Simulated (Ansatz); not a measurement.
Reaction (ligand exchange at the Si–O bond): `[SiH3][O][Sn][O][SiH3]` + `C=C(O)F` → `C=C(F)O[SiH3]` + `[OH][Sn][O][SiH3]`

Computed with Ansatz on PBE0-D4/def2-TZVP structures; ΔE is electronic, products minus reactants. CBS: MP2 limit from def2 TZ/QZ plus the TZ coupled-cluster correction, frozen cores. Functionals use def2-TZVPP. B3LYP here is the variant with VWN-RPA as its local correlation; programs differ in this. Elements past krypton have def2 core potentials. For Sn outer-core shells are correlated without core-valence functions, which leaves a few kJ/mol of doubt a bond. Each species was taken in one conformer, which may not be the lowest.

(1) Is it downhill or uphill in electronic energy at CCSD(T)/CBS, and by how much? (Best estimate.)

(2) What do these levels give: PBE-D4, r2SCAN-D4, PBE0-D4, B3LYP-D4, ωB97X-V, ωB97M-V, PBE, r2SCAN, HF/def2-TZVPP, CCSD/def2-TZVPP, HF/CBS(def2), MP2/CBS(def2)? (Estimate.)

Largest T1 diagnostic among the species: 0.016.

Answers

(1) Ansatz gave: Uphill: ΔE = +4.8 kcal/mol.

(2) Ansatz gave: PBE-D4 4.0, r2SCAN-D4 4.1, PBE0-D4 4.9, B3LYP-D4 4.9, ωB97X-V 4.4, ωB97M-V 4.4, PBE 3.2, r2SCAN 3.9, HF/def2-TZVPP 5.7, CCSD/def2-TZVPP 4.8, HF/CBS(def2) 5.9, MP2/CBS(def2) 4.7 kcal/mol.

From PBE to PBE0 (25 % exact exchange), in def2-TZVPP and without D4, ΔE moves by +0.9 kcal/mol. The D4 term adds +1.3 kcal/mol with B3LYP and +0.8 kcal/mol with PBE0; it sums over pairs of atoms, weighted by their polarisabilities, and B3LYP, whose exchange is more repulsive, gets the larger term.
